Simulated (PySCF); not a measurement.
# Computed structure and properties of Tl(NH2)3

System: Tl(NH2)3 (singlet; a saddle point, relaxed within its symmetry); start: displaced along the imaginary mode (C3h). Method: PySCF 2.14.0, RKS PBE0, Tl def2-SVP with ECP60, N def2-SVP, H def2-SVP; non-relativistic Hamiltonian with scalar-relativistic core potentials where named; density fitting; no spin-orbit coupling.

Input of the relaxation:

```python
mol = gto.M(atom='''
Tl    -0.00000     0.00000     0.00000
N      2.10366     0.04536    -0.00000
H      2.65252    -0.25001     0.84864
H      2.65252    -0.25001    -0.84864
N     -1.09112     1.79914     0.00000
H     -1.10974     2.42215     0.84864
H     -1.10974     2.42215    -0.84864
N     -1.01254    -1.84450     0.00000
H     -1.54278    -2.17214     0.84864
H     -1.54278    -2.17214    -0.84864''',
    basis={'Tl': 'def2-SVP', 'N': 'def2-SVP', 'H': 'def2-SVP'},
    ecp={'Tl': 'def2-SVP'},
    charge=0, spin=0)
mf = dft.RKS(mol, xc='PBE0')
mf.grids.atom_grid = (50, 194)
mf = mf.density_fit()  # fitting sets: Tl def2-universal-JKFIT, N def2-universal-JKFIT, H def2-universal-JKFIT
mf.conv_tol = 1e-08; mf.max_cycle = 55
mf.kernel(dm0)  # dm0: converged density of the start geometry
# quasi-Newton relaxation in Cartesian coordinates to a largest gradient under 0.00045 Eh/bohr, steps kept in the point group
```

Run from Python with OMP_NUM_THREADS=2; the lines above give its settings. Where DIIS fails, smearing, a level shift and second-order steps follow.
It took 26 s on 2 threads of Arm Neoverse V1 (shared host), from the converged density of the start.

Course of the relaxation:

| step | energy above end (eV) | largest force component within the symmetry (eV/Å) |
| --- | --- | --- |
| 0 | 0.6962 | 2.241 |
| 1 | 0.2703 | 0.860 |
| 2 | 0.0905 | 1.141 |
| 3 | 0.0141 | 0.245 |
| 4 | 0.0020 | 0.093 |
| 5 | 0.0001 | 0.018 |
| 6 | 0.0000 | 0.008 |
| 7 | 0.0000 | 0.002 |

Relaxed geometry (C3h):

```xyz
10

Tl    0.0000    0.0000    0.0000
N     2.1597    0.2426    0.0000
H     2.4843   -0.3104    0.8008
H     2.4843   -0.3104   -0.8008
N    -1.2899    1.7490    0.0000
H    -0.9733    2.3067    0.8008
H    -0.9733    2.3067   -0.8008
N    -0.8697   -1.9916    0.0000
H    -1.5110   -1.9963    0.8008
H    -1.5110   -1.9963   -0.8008
```

| contact | Å |
| --- | --- |
| Tl1–N2 (NH2) | 2.173 |
| Tl1–N5 (NH2) | 2.173 |
| Tl1–N8 (NH2) | 2.173 |

On the finer grid (75, 302):

```yaml
HOMO: -6.62 eV
LUMO: -1.35 eV
Dipole_about_the_centre_of_mass: 0.00 D
Set_of_Mulliken_populations_of_Tl1_outside_the_core_potential: s 3.24, p 7.10, d 10.17
D3_BJ_dispersion_energy_not_in_the_energies: -0.144 eV
```

```tsv
atom	Mulliken (e)	Löwdin (e)	spin (e)
Tl1	0.50	0.41	0.00
N2	-0.41	-0.26	0.00
H3	0.12	0.06	0.00
H4	0.12	0.06	0.00
N5	-0.41	-0.26	0.00
H6	0.12	0.06	0.00
H7	0.12	0.06	0.00
N8	-0.41	-0.26	0.00
H9	0.12	0.06	0.00
H10	0.12	0.06	0.00
```

On the grid (50, 194), as all that follows. Harmonic modes: 3 unstable, so a saddle point once the symmetry is let go (counted below −25 cm⁻¹); lowest -245 cm⁻¹ (negative: unstable), highest 3553 cm⁻¹, zero-point energy 1.994 eV.

Taking off one NH2 (charge -1, singlet; the rest: singlet) in vacuum, both parts rigid, costs 10.50 eV; the small basis without counterpoise inflates it. Most of it is the attraction of opposite charges; other ways to part are cheaper, and one spin state was tried for the rest.

Rigid scan of NH2 along the line from its metal:

(distance to N2 (Å), energy (eV)): (1.87, 0.930), (1.97, 0.352), (2.07, 0.075), (2.17, 0.000), (2.27, 0.056), (2.37, 0.196), (2.57, 0.604), (2.87, 1.288), (3.27, 2.074), (3.77, 2.781)

One start shape was tried, so this needn't be the lowest isomer.
